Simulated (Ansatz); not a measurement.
Molecular dynamics of AlFH5NO

The input (input.yaml):

```yaml
crystal:
  periodic: [false, false, false]
  atoms:
    - { symbol: Al, position_ang: [0.079668, 0.266908, -0.127302] }
    - { symbol: F, position_ang: [0.138593, 0.074346, 1.753132] }
    - { symbol: "N", position_ang: [1.622799, 0.036693, -0.940272] }
    - { symbol: H, position_ang: [1.742607, -0.566748, -1.730934] }
    - { symbol: H, position_ang: [2.492702, 0.475119, -0.710671] }
    - { symbol: O, position_ang: [-1.322793, -0.420852, -0.752309] }
    - { symbol: H, position_ang: [-2.194237, -0.565086, -0.434582] }
    - { symbol: H, position_ang: [-0.100419, 1.818589, 0.627339] }
    - { symbol: H, position_ang: [0.00028, 1.117333, 1.495298] }
basis:
  gaussian: { orbitals: def2-SVP }
hamiltonian:
  xc: hf
md:
  timestep: 0.5
  n_steps: 200
  ensemble: nve
  temperature: 100.0
  initial_velocities: maxwell_boltzmann
  seed: 8072
```

Command:

```bash
$ ansatz run input.yaml --threads 1 --pin off --max-ram 2048MiB --backend cpu --events-out ev --progress --plain --runs-dir out
```

It starts at the highest image of a converged band. Of that band: The profile has 2 maxima (images 3, 6) with wells between them (image 4): this band takes more than one step, which may be the mechanism or a detour left from its start path. Neighbouring images differ by up to 1.6 eV, so the band resolves the path poorly. A vibrational analysis at the climbing image gives one clearly imaginary mode, 1303i cm⁻¹: a first-order saddle point.

Output, in part (one step line in 3, the closing report, with atoms numbered from 0):

```
md step     0: t =     0.00 fs  T =   100.0 K  F+E_penalty+E_count = -12881.73426475 eV  E_kin = 0.090482 eV  conserved = -12881.64378275 eV  (34 SCF iters)
md step     3: t =     1.50 fs  T =    87.0 K  F+E_penalty+E_count = -12881.72230091 eV  E_kin = 0.078751 eV  conserved = -12881.64354973 eV  (26 SCF iters)
md step     6: t =     3.00 fs  T =    73.4 K  F+E_penalty+E_count = -12881.70989620 eV  E_kin = 0.066387 eV  conserved = -12881.64350929 eV  (27 SCF iters)
md step     9: t =     4.50 fs  T =    67.3 K  F+E_penalty+E_count = -12881.70446631 eV  E_kin = 0.060889 eV  conserved = -12881.64357761 eV  (27 SCF iters)
md step    12: t =     6.00 fs  T =    62.9 K  F+E_penalty+E_count = -12881.70040791 eV  E_kin = 0.056936 eV  conserved = -12881.64347221 eV  (25 SCF iters)
md step    15: t =     7.50 fs  T =    69.0 K  F+E_penalty+E_count = -12881.70603726 eV  E_kin = 0.062401 eV  conserved = -12881.64363639 eV  (27 SCF iters)
md step    18: t =     9.00 fs  T =    66.2 K  F+E_penalty+E_count = -12881.70357439 eV  E_kin = 0.059906 eV  conserved = -12881.64366853 eV  (27 SCF iters)
md step    21: t =    10.50 fs  T =    52.0 K  F+E_penalty+E_count = -12881.69049779 eV  E_kin = 0.047057 eV  conserved = -12881.64344126 eV  (26 SCF iters)
md step    24: t =    12.00 fs  T =    52.8 K  F+E_penalty+E_count = -12881.69127422 eV  E_kin = 0.047772 eV  conserved = -12881.64350242 eV  (26 SCF iters)
md step    27: t =    13.50 fs  T =    66.3 K  F+E_penalty+E_count = -12881.70344197 eV  E_kin = 0.059966 eV  conserved = -12881.64347606 eV  (27 SCF iters)
md step    30: t =    15.00 fs  T =    96.0 K  F+E_penalty+E_count = -12881.73023035 eV  E_kin = 0.086866 eV  conserved = -12881.64336416 eV  (34 SCF iters)
md step    33: t =    16.50 fs  T =   157.0 K  F+E_penalty+E_count = -12881.78541089 eV  E_kin = 0.142048 eV  conserved = -12881.64336311 eV  (34 SCF iters)
md step    36: t =    18.00 fs  T =   253.8 K  F+E_penalty+E_count = -12881.87297809 eV  E_kin = 0.229647 eV  conserved = -12881.64333144 eV  (34 SCF iters)
md step    39: t =    19.50 fs  T =   396.5 K  F+E_penalty+E_count = -12882.00218245 eV  E_kin = 0.358795 eV  conserved = -12881.64338732 eV  (34 SCF iters)
md step    42: t =    21.00 fs  T =   592.2 K  F+E_penalty+E_count = -12882.17926138 eV  E_kin = 0.535821 eV  conserved = -12881.64344055 eV  (34 SCF iters)
md step    45: t =    22.50 fs  T =   836.6 K  F+E_penalty+E_count = -12882.40079083 eV  E_kin = 0.756980 eV  conserved = -12881.64381043 eV  (34 SCF iters)
md step    48: t =    24.00 fs  T =  1082.5 K  F+E_penalty+E_count = -12882.62332891 eV  E_kin = 0.979456 eV  conserved = -12881.64387265 eV  (34 SCF iters)
md step    51: t =    25.50 fs  T =  1313.1 K  F+E_penalty+E_count = -12882.83194342 eV  E_kin = 1.188163 eV  conserved = -12881.64378043 eV  (33 SCF iters)
md step    54: t =    27.00 fs  T =  1529.1 K  F+E_penalty+E_count = -12883.02771631 eV  E_kin = 1.383541 eV  conserved = -12881.64417532 eV  (32 SCF iters)
md step    57: t =    28.50 fs  T =  1693.1 K  F+E_penalty+E_count = -12883.17574534 eV  E_kin = 1.531921 eV  conserved = -12881.64382389 eV  (33 SCF iters)
md step    60: t =    30.00 fs  T =  1831.4 K  F+E_penalty+E_count = -12883.30141614 eV  E_kin = 1.657053 eV  conserved = -12881.64436304 eV  (32 SCF iters)
md step    63: t =    31.50 fs  T =  1890.0 K  F+E_penalty+E_count = -12883.35440299 eV  E_kin = 1.710067 eV  conserved = -12881.64433572 eV  (32 SCF iters)
md step    66: t =    33.00 fs  T =  1865.6 K  F+E_penalty+E_count = -12883.33219311 eV  E_kin = 1.688049 eV  conserved = -12881.64414365 eV  (33 SCF iters)
md step    69: t =    34.50 fs  T =  1781.0 K  F+E_penalty+E_count = -12883.25605139 eV  E_kin = 1.611521 eV  conserved = -12881.64453086 eV  (32 SCF iters)
md step    72: t =    36.00 fs  T =  1618.1 K  F+E_penalty+E_count = -12883.10760591 eV  E_kin = 1.464050 eV  conserved = -12881.64355545 eV  (32 SCF iters)
md step    75: t =    37.50 fs  T =  1489.6 K  F+E_penalty+E_count = -12882.99134637 eV  E_kin = 1.347826 eV  conserved = -12881.64352051 eV  (33 SCF iters)
md step    78: t =    39.00 fs  T =  1432.7 K  F+E_penalty+E_count = -12882.93949816 eV  E_kin = 1.296351 eV  conserved = -12881.64314747 eV  (33 SCF iters)
md step    81: t =    40.50 fs  T =  1490.8 K  F+E_penalty+E_count = -12882.99205998 eV  E_kin = 1.348898 eV  conserved = -12881.64316157 eV  (32 SCF iters)
md step    84: t =    42.00 fs  T =  1653.0 K  F+E_penalty+E_count = -12883.13967879 eV  E_kin = 1.495642 eV  conserved = -12881.64403699 eV  (33 SCF iters)
md step    87: t =    43.50 fs  T =  1811.7 K  F+E_penalty+E_count = -12883.28336485 eV  E_kin = 1.639304 eV  conserved = -12881.64406065 eV  (33 SCF iters)
md step    90: t =    45.00 fs  T =  1928.6 K  F+E_penalty+E_count = -12883.38956792 eV  E_kin = 1.745021 eV  conserved = -12881.64454735 eV  (33 SCF iters)
md step    93: t =    46.50 fs  T =  1950.0 K  F+E_penalty+E_count = -12883.40853953 eV  E_kin = 1.764357 eV  conserved = -12881.64418268 eV  (34 SCF iters)
md step    96: t =    48.00 fs  T =  1907.0 K  F+E_penalty+E_count = -12883.36954883 eV  E_kin = 1.725505 eV  conserved = -12881.64404375 eV  (32 SCF iters)
md step    99: t =    49.50 fs  T =  1821.6 K  F+E_penalty+E_count = -12883.29212255 eV  E_kin = 1.648224 eV  conserved = -12881.64389904 eV  (32 SCF iters)
md step   102: t =    51.00 fs  T =  1722.0 K  F+E_penalty+E_count = -12883.20161937 eV  E_kin = 1.558121 eV  conserved = -12881.64349875 eV  (33 SCF iters)
md step   105: t =    52.50 fs  T =  1645.9 K  F+E_penalty+E_count = -12883.13309502 eV  E_kin = 1.489242 eV  conserved = -12881.64385304 eV  (37 SCF iters)
md step   108: t =    54.00 fs  T =  1568.1 K  F+E_penalty+E_count = -12883.06225756 eV  E_kin = 1.418854 eV  conserved = -12881.64340373 eV  (37 SCF iters)
md step   111: t =    55.50 fs  T =  1528.5 K  F+E_penalty+E_count = -12883.02682273 eV  E_kin = 1.383037 eV  conserved = -12881.64378619 eV  (37 SCF iters)
md step   114: t =    57.00 fs  T =  1489.1 K  F+E_penalty+E_count = -12882.99112724 eV  E_kin = 1.347384 eV  conserved = -12881.64374369 eV  (37 SCF iters)
md step   117: t =    58.50 fs  T =  1452.8 K  F+E_penalty+E_count = -12882.95809295 eV  E_kin = 1.314494 eV  conserved = -12881.64359868 eV  (37 SCF iters)
md step   120: t =    60.00 fs  T =  1430.5 K  F+E_penalty+E_count = -12882.93821832 eV  E_kin = 1.294305 eV  conserved = -12881.64391370 eV  (37 SCF iters)
md step   123: t =    61.50 fs  T =  1393.4 K  F+E_penalty+E_count = -12882.90431430 eV  E_kin = 1.260794 eV  conserved = -12881.64352044 eV  (38 SCF iters)
md step   126: t =    63.00 fs  T =  1378.1 K  F+E_penalty+E_count = -12882.89077005 eV  E_kin = 1.246944 eV  conserved = -12881.64382592 eV  (38 SCF iters)
md step   129: t =    64.50 fs  T =  1357.5 K  F+E_penalty+E_count = -12882.87189798 eV  E_kin = 1.228281 eV  conserved = -12881.64361745 eV  (38 SCF iters)
md step   132: t =    66.00 fs  T =  1348.8 K  F+E_penalty+E_count = -12882.86418637 eV  E_kin = 1.220454 eV  conserved = -12881.64373253 eV  (38 SCF iters)
md step   135: t =    67.50 fs  T =  1343.7 K  F+E_penalty+E_count = -12882.85962238 eV  E_kin = 1.215847 eV  conserved = -12881.64377566 eV  (37 SCF iters)
md step   138: t =    69.00 fs  T =  1338.6 K  F+E_penalty+E_count = -12882.85476338 eV  E_kin = 1.211193 eV  conserved = -12881.64357005 eV  (35 SCF iters)
md step   141: t =    70.50 fs  T =  1353.3 K  F+E_penalty+E_count = -12882.86842020 eV  E_kin = 1.224476 eV  conserved = -12881.64394408 eV  (34 SCF iters)
md step   144: t =    72.00 fs  T =  1357.4 K  F+E_penalty+E_count = -12882.87165366 eV  E_kin = 1.228197 eV  conserved = -12881.64345688 eV  (32 SCF iters)
md step   147: t =    73.50 fs  T =  1395.0 K  F+E_penalty+E_count = -12882.90605296 eV  E_kin = 1.262261 eV  conserved = -12881.64379184 eV  (27 SCF iters)
md step   150: t =    75.00 fs  T =  1443.9 K  F+E_penalty+E_count = -12882.95002956 eV  E_kin = 1.306455 eV  conserved = -12881.64357485 eV  (27 SCF iters)
md step   153: t =    76.50 fs  T =  1523.2 K  F+E_penalty+E_count = -12883.02172534 eV  E_kin = 1.378204 eV  conserved = -12881.64352158 eV  (27 SCF iters)
md step   156: t =    78.00 fs  T =  1634.4 K  F+E_penalty+E_count = -12883.12298439 eV  E_kin = 1.478882 eV  conserved = -12881.64410217 eV  (35 SCF iters)
md step   159: t =    79.50 fs  T =  1716.9 K  F+E_penalty+E_count = -12883.19731461 eV  E_kin = 1.553496 eV  conserved = -12881.64381834 eV  (32 SCF iters)
md step   162: t =    81.00 fs  T =  1777.6 K  F+E_penalty+E_count = -12883.25293215 eV  E_kin = 1.608401 eV  conserved = -12881.64453129 eV  (32 SCF iters)
md step   165: t =    82.50 fs  T =  1748.2 K  F+E_penalty+E_count = -12883.22601639 eV  E_kin = 1.581773 eV  conserved = -12881.64424314 eV  (33 SCF iters)
md step   168: t =    84.00 fs  T =  1652.9 K  F+E_penalty+E_count = -12883.13968725 eV  E_kin = 1.495606 eV  conserved = -12881.64408152 eV  (32 SCF iters)
md step   171: t =    85.50 fs  T =  1520.9 K  F+E_penalty+E_count = -12883.02009267 eV  E_kin = 1.376098 eV  conserved = -12881.64399462 eV  (33 SCF iters)
md step   174: t =    87.00 fs  T =  1384.3 K  F+E_penalty+E_count = -12882.89572805 eV  E_kin = 1.252522 eV  conserved = -12881.64320585 eV  (26 SCF iters)
md step   177: t =    88.50 fs  T =  1330.5 K  F+E_penalty+E_count = -12882.84738426 eV  E_kin = 1.203896 eV  conserved = -12881.64348834 eV  (25 SCF iters)
md step   180: t =    90.00 fs  T =  1351.3 K  F+E_penalty+E_count = -12882.86580648 eV  E_kin = 1.222695 eV  conserved = -12881.64311190 eV  (25 SCF iters)
md step   183: t =    91.50 fs  T =  1478.0 K  F+E_penalty+E_count = -12882.98087668 eV  E_kin = 1.337319 eV  conserved = -12881.64355748 eV  (26 SCF iters)
md step   186: t =    93.00 fs  T =  1654.7 K  F+E_penalty+E_count = -12883.14115427 eV  E_kin = 1.497198 eV  conserved = -12881.64395614 eV  (32 SCF iters)
md step   189: t =    94.50 fs  T =  1825.8 K  F+E_penalty+E_count = -12883.29601908 eV  E_kin = 1.652062 eV  conserved = -12881.64395743 eV  (32 SCF iters)
md step   192: t =    96.00 fs  T =  1966.6 K  F+E_penalty+E_count = -12883.42398371 eV  E_kin = 1.779449 eV  conserved = -12881.64453462 eV  (33 SCF iters)
md step   195: t =    97.50 fs  T =  2011.5 K  F+E_penalty+E_count = -12883.46418966 eV  E_kin = 1.820026 eV  conserved = -12881.64416332 eV  (33 SCF iters)
md step   198: t =    99.00 fs  T =  1987.4 K  F+E_penalty+E_count = -12883.44262989 eV  E_kin = 1.798268 eV  conserved = -12881.64436215 eV  (33 SCF iters)
md step   200: t =   100.00 fs  T =  1925.5 K  F+E_penalty+E_count = -12883.38648604 eV  E_kin = 1.742196 eV  conserved = -12881.64428954 eV  (36 SCF iters)
Total energy: -12883.38648604 eV, -473.4557206888 hartree
Atom 0 at     0.107935    -0.122774     0.045092 Å, force     0.030058    -0.179992    -0.966681 eV/Å
Atom 1 at     0.306211    -0.395361     1.671907 Å, force    -0.336240     0.158304    -0.315115 eV/Å
Atom 2 at     1.639460     0.247827    -0.823321 Å, force    -1.212234    -0.179619    -0.390865 eV/Å
Atom 3 at     1.759221     0.289184    -1.824314 Å, force    -0.325705    -0.015757     0.285742 eV/Å
Atom 4 at     2.513247     0.491989    -0.417841 Å, force     0.252488    -0.024155     0.521826 eV/Å
Atom 5 at    -1.430795    -0.301000    -0.753344 Å, force     1.641313     0.328325     0.833436 eV/Å
Atom 6 at    -2.283304    -0.211654    -0.365084 Å, force    -0.049684    -0.087163     0.031761 eV/Å
Atom 7 at    -1.178953     7.714986    -1.435488 Å, force     0.057852    -0.340217    -0.015630 eV/Å
Atom 8 at    -1.302430     8.442176    -1.403146 Å, force    -0.057847     0.340274     0.015528 eV/Å
Dipole moment:    -0.030618     0.203045    -0.184505 e Å
```

All steps were run. The conserved energy stayed within 0.09 meV per atom of its start (net change -0.056 meV per atom), so the integration is sound. The kinetic energy rose, since the run started high on the potential surface and went downhill. It ends in pieces (AlFH3NO + H2), so much of that is their flight and rotation, not heat. A run of 0.1 ps of so small a system gives no equilibrium averages. The orbitals stay closed-shell, which can raise the energy where a bond breaks towards radicals; this wasn't checked here.

Between its relaxed ends the band would form Al1–H8, F2–H9 and break H8–H9. These pairs go: Al1–H8 1.73 → 8.08 Å, F2–H9 1.08 → 9.49 Å, H8–H9 1.12 → 0.74 Å. In the last frame they stand as before the step (other bonds may differ from the relaxed reactants and products). Also parted: Al1–H9 1.83 → 8.80 Å. It ends as AlFH3NO + H2. Pairs count as bonded within 1.25 times the sum of covalent radii (0.12 Å more for H–H).

Last frame:

```xyz
9
Properties=species:S:1:pos:R:3
Al 0.108 -0.123 0.045
F 0.306 -0.395 1.672
N 1.639 0.248 -0.823
H 1.759 0.289 -1.824
H 2.513 0.492 -0.418
O -1.431 -0.301 -0.753
H -2.283 -0.212 -0.365
H -1.179 7.715 -1.435
H -1.302 8.442 -1.403
```

Time of the run: 2.7 min on 1 thread of Arm Neoverse V2, with other jobs on the host, peak memory 0.14 GiB.
